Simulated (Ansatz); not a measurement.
Total energies of C2H4OSn, SMILES `C1=[CH][SnH2][O]1`.

```xyz
8

C     0.0323   -0.8035   -0.9470
C     0.7243   -0.8113    0.2074
Sn   -0.2780    0.9550    0.7225
O    -0.8293    0.2112   -1.1319
H     0.0923   -1.5332   -1.7554
H     1.4575   -1.5167    0.5615
H    -1.6183    0.9944    1.7771
H     0.4191    2.5040    0.5658
```

Total charge 0; spin multiplicity 1. Correlated methods include outer-core shells of Sn, which these sets cover unevenly. Sn: def2 effective core potential. Geometry: relaxed with PBE0-D4/def2-TZVP. Basis def2-TZVPP, the Gaussian-basis code of Ansatz.

RPA on PBE orbitals: Hartree–Fock energy of these orbitals -366.21346 Eh, correlation -1.34736 Eh (frozen core).

```json
{"functional": "LDA (SPW92)", "energy without D4 (Eh)": "-366.54309", "D4 term (kJ/mol)": "–"}
{"functional": "revPBE", "energy without D4 (Eh)": "-368.14630", "D4 term (kJ/mol)": "-47.2"}
{"functional": "r2SCAN", "energy without D4 (Eh)": "-368.14172", "D4 term (kJ/mol)": "-3.6"}
{"functional": "B97M-V", "energy without D4 (Eh)": "-368.12966", "D4 term (kJ/mol)": "–"}
{"functional": "PBE0", "energy without D4 (Eh)": "-367.97253", "D4 term (kJ/mol)": "-13.4"}
{"functional": "r2SCANh", "energy without D4 (Eh)": "-368.12012", "D4 term (kJ/mol)": "-3.9"}
{"functional": "r2SCAN0", "energy without D4 (Eh)": "-368.08910", "D4 term (kJ/mol)": "-4.3"}
{"functional": "HSE06 (plane-wave form)", "energy without D4 (Eh)": "-367.96306", "D4 term (kJ/mol)": "-12.5"}
{"functional": "BHLYP", "energy without D4 (Eh)": "-367.98050", "D4 term (kJ/mol)": "-21.2"}
{"functional": "CAM-B3LYP", "energy without D4 (Eh)": "-368.05654", "D4 term (kJ/mol)": "-13.6"}
{"functional": "LC-ωPBE", "energy without D4 (Eh)": "-368.07685", "D4 term (kJ/mol)": "–"}
{"functional": "ωB97X-V", "energy without D4 (Eh)": "-368.07658", "D4 term (kJ/mol)": "–"}
{"functional": "ωB97M-V", "energy without D4 (Eh)": "-368.03672", "D4 term (kJ/mol)": "–"}
{"functional": "B2PLYP", "energy without D4 (Eh)": "-367.81478", "D4 term (kJ/mol)": "–"}
```

(1) Give the same for PBE, BLYP, B3LYP, PBE-QIDH. (Best estimate.)

B3LYP takes the VWN-RPA correlation (the form of Gaussian; ORCA's B3LYP/G). HSE06 is the plane-wave form, built on full-range PBE exchange. The double hybrids freeze the cores in their second-order part.

Results:

(1) The calculation gave: 
```json
{"functional": "PBE", "energy without D4 (Eh)": "-367.95962", "D4 term (kJ/mol)": "-16.0"}
{"functional": "BLYP", "energy without D4 (Eh)": "-368.04386", "D4 term (kJ/mol)": "-35.3"}
{"functional": "B3LYP", "energy without D4 (Eh)": "-368.21853", "D4 term (kJ/mol)": "-26.1"}
{"functional": "PBE-QIDH", "energy without D4 (Eh)": "-367.75200", "D4 term (kJ/mol)": "–"}
```

LC-ωPBE has ω = 0.4 bohr⁻¹.
